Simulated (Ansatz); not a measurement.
The cluster InO3H3. The state is a singlet with charge 0. Geometry PBE0-D4/def2-SVP, basis def2-TZVP, Ansatz.

Cartesian coordinates in Å:
```
In 0.152 -0.116 -0.145
O 0.505 1.335 -1.460
O -1.050 0.059 1.443
O 1.036 -1.871 -0.406
H 0.782 -2.483 0.295
H 0.028 2.144 -1.241
H -1.452 0.932 1.515
```

| run | HOMO (eV) | LUMO (eV) |
| --- | --- | --- |
| A | -7.95 | -2.38 |
| B | -7.36 | -2.84 |
| C | -8.23 | -2.42 |
| D | -8.64 | -2.05 |
| E | -10.18 | -1.15 |
| F | -11.19 | 0.03 |

In the def2 sets In takes a core potential; there is no spin–orbit coupling. HSE06 is defined as in plane-wave codes, on full-range PBE exchange. The structure comes from a short search, and lower isomers may exist.

Q: The runs used B97M-V, CAM-B3LYP, HSE06, PBE0, r2SCANh, ωB97X-V. Estimate which is which.

A: A r2SCANh (10 % exact exchange); B B97M-V (0 % exact exchange); C HSE06 (range-separated); D PBE0 (25 % exact exchange); E CAM-B3LYP (range-separated); F ωB97X-V (range-separated). Exact exchange lowers occupied and raises empty levels; among semilocal functionals meta-GGAs tend to open the gap a little, and such runs are hard to tell apart. The gap grows from 4.51 eV (B97M-V) to 11.21 eV (ωB97X-V).
